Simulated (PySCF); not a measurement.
Vertical excitations of a molecule C₂H₆N₂Si from TDDFT-PBE/def2-SVPD run with PySCF 2.14.0, as energy in eV (oscillator strength): 5.27 (0.010), 5.33 (0.015), 5.36 (0.002), 5.48 (0.057), 5.92 (0.000), 6.17 (0.012), 6.24 (0.009), 6.26 (0.020), 6.31 (0.014), 6.81 (0.048). Lowest triplet (TDA): 4.72 eV. Geometry: PBE-D3(BJ)/def2-SVP. Other conformers were not sampled.

Task: Which structure fits?
A) N[Si@H]1C=NC1
B) N#CC[SiH2]N
C) C#C[SiH](N)N

Result: C, C#C[SiH](N)N
